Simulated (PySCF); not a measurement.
# SrPb: frontier orbitals

M06 at R = 3.221 Å; basis Sr def2-SVPD with ECP28, Pb def2-SVPD with ECP60; scalar-relativistic core potentials; PySCF 2.14. State: ³Σ⁻ (triplet), unpaired electrons π ↑↑. Only the outer orbitals are listed, counted within each symmetry, core potentials removing the inner ones.

```json
{"spin": "α", "orbital": "6σ", "occ.": "1", "ε (eV)": "-12.29", "on Sr (%)": "3", "main shells (%)": "97 Pb s"}
{"spin": "α", "orbital": "7σ", "occ.": "1", "ε (eV)": "-4.71", "on Sr (%)": "63", "main shells (%)": "60 Sr s, 36 Pb p"}
{"spin": "α", "orbital": "4π", "occ.": "1", "ε (eV)": "-3.89", "on Sr (%)": "20", "main shells (%)": "80 Pb p, 13 Sr d"}
{"spin": "α", "orbital": "4π", "occ.": "1", "ε (eV)": "-3.89", "on Sr (%)": "20", "main shells (%)": "80 Pb p, 13 Sr d"}
{"spin": "α", "orbital": "8σ", "occ.": "0", "ε (eV)": "-2.30", "on Sr (%)": "58", "main shells (%)": "35 Pb p, 23 Sr s, 23 Sr p"}
{"spin": "α", "orbital": "5π", "occ.": "0", "ε (eV)": "-1.19", "on Sr (%)": "99", "main shells (%)": "69 Sr p, 30 Sr d"}
{"spin": "α", "orbital": "5π", "occ.": "0", "ε (eV)": "-1.19", "on Sr (%)": "99", "main shells (%)": "69 Sr p, 30 Sr d"}
{"spin": "β", "orbital": "6σ", "occ.": "1", "ε (eV)": "-11.87", "on Sr (%)": "4", "main shells (%)": "96 Pb s"}
{"spin": "β", "orbital": "7σ", "occ.": "1", "ε (eV)": "-4.51", "on Sr (%)": "72", "main shells (%)": "70 Sr s, 27 Pb p"}
{"spin": "β", "orbital": "4π", "occ.": "0", "ε (eV)": "-2.22", "on Sr (%)": "24", "main shells (%)": "74 Pb p, 14 Sr d, 10 Sr p"}
{"spin": "β", "orbital": "4π", "occ.": "0", "ε (eV)": "-2.22", "on Sr (%)": "24", "main shells (%)": "74 Pb p, 14 Sr d, 10 Sr p"}
{"spin": "β", "orbital": "8σ", "occ.": "0", "ε (eV)": "-2.14", "on Sr (%)": "51", "main shells (%)": "45 Pb p, 20 Sr p, 17 Sr s"}
```

Q: Which are the highest filled and the lowest empty level, where do they sit, and how wide is the gap?

A: Highest filled α 4π at -3.89 eV (in %: 80 Pb p, 13 Sr d); lowest empty α 8σ at -2.30 eV (in %: 35 Pb p, 23 Sr s, 23 Sr p); the gap at M06 is 1.59 eV.

```
bond order (Mayer)                               : 1.55
⟨S²⟩                                             : 2.016
charge on Sr (Mulliken, basis-dependent)         : 0.18
charge on Sr (Löwdin, basis-dependent)           : 0.08
dipole moment (positive dipole means Sr(−)Pb(+)) : -3.81 D
```

Spin–orbit coupling is left out, which matters for elements this heavy, above all for dissociation energies. The state was picked by a PBE0 search and need not be the measured ground state.
